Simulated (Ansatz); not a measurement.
Computed with Ansatz on PBE0-D4/def2-TZVP structures; ΔE is electronic, products minus reactants. CCSD(T)/CBS adds triple-zeta CCSD(T) − MP2 to the extrapolated MP2 energy (def2 sets, frozen cores). This one scheme is used for every species. Functionals use def2-TZVPP. HSE06 is defined as in plane-wave codes. For Ge outer-core shells are correlated without core-valence functions, which leaves a few kJ/mol of doubt a bond. Scalar relativity is left out up to krypton. One conformer a species, not always the lowest.

Reaction (hydrogenolysis of a Ge–Cl bond): `C[O][GeH2][Cl]` + H₂ → `C[O][GeH3]` + HCl

| level | ΔE (kcal/mol) |
| --- | --- |
| HSE06 | 12.8 |
| HF/CBS(def2) | 12.2 |

Question: What does CCSD(T)/CBS give? (Best estimate.)

Answer: Ansatz gave: +13.6 kcal/mol. The listed levels differ from it by -0.8, -1.4 kcal/mol.

Largest T1 diagnostic among the species: 0.011.

In def2-TZVPP, CCSD(T) changes the Hartree–Fock value by +0.7 kcal/mol (the triples alone add +0.8 kcal/mol) and MP2 by +2.7 kcal/mol. The D4 term adds +1.5 kcal/mol with B3LYP and +0.8 kcal/mol with PBE0; it sums over pairs of atoms, weighted by their polarisabilities, and B3LYP, whose exchange is more repulsive, gets the larger term. At CCSD(T), def2-SVP lies −2.9 kcal/mol from the extrapolated value and def2-TZVPP −0.6 kcal/mol.

B3LYP here is the variant with VWN-RPA as its local correlation; programs differ in this.
